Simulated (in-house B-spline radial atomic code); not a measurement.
Values are calculated unless marked as measured or tabulated.
## Softness against transferability: the 5s channel of In

In, [Kr] 4d10 5s2 5p1, non-relativistic LDA (VWN5), spherical and spin-unpolarised, from an all-electron radial atomic-structure program (B-spline basis) (atomic units). The all-electron 5s level is ε = -0.290498 hartree, its outermost node lies just inside 1.08 bohr and its outer maximum at 2.24 bohr.

Troullier-Martins pseudo-orbitals are made for several radii. The cutoffs (hartree) are the plane-wave energies beyond which the orbital holds less than the named kinetic energy per electron. The phase error is the difference, pseudo minus all-electron, of arctan(R P'/P) at R = 3.44 bohr for all radii, half a hartree below and above the level.

```csv
r_c (bohr),V_l(0) (hartree),cutoff for 10 mEh,for 1 mEh,for 0.1 mEh,phase error at ε − 0.5 (mrad),at ε + 0.5 (mrad)
1.68,-3.83,9.86,21.8,54.1,-0.8,-12.9
1.95,1.22,3.18,9.86,20.2,-0.4,-4.5
2.24,2.11,3.28,9.33,13.5,-0.4,-3.7
2.53,1.26,2.98,8.32,12.3,-0.6,-6.4
2.83,0.53,2.51,6.77,9.68,-1.4,-14.4
3.14,0.09,2,3.7,7.84,-3.1,-30.5
```

(1) Which radius needs the lowest cutoff for 0.1 mEh while both phase errors stay within 13.0 mrad?

(2) What does the larger radius buy, and what does it cost?

Answers

(1) The radii within that limit are 1.68, 1.95, 2.24, 2.53 bohr; of these r_c = 2.53 needs the least, 12.3 hartree, that is 24.6 Ry or 335 eV.

(2) From r_c = 1.68 to 3.14 bohr the cutoff for 1 mEh goes from 21.8 to 3.7 hartree, a factor of 5.89, against 3.49 for a pure 1/r_c² scaling, end to end; step by step it is 21.8, 9.86, 9.33, 8.32, 6.77, 3.7, and for 0.1 mEh 54.1, 20.2, 13.5, 12.3, 9.68, 7.84; the number of plane waves goes as the cutoff to the power 3/2, here a factor of 14.3. The larger of the two phase errors is least at r_c = 2.24 bohr, 3.7 mrad; it is 12.9 at the smallest radius and 30.5 at the largest. These errors test the reference atom alone. The smallest radius lies well inside the outer maximum, where the nodeless form must bend sharply to keep the norm, so it is both harder and scatters less well than the next. Large radii also let the cores of neighbours overlap, which an atom doesn't show.
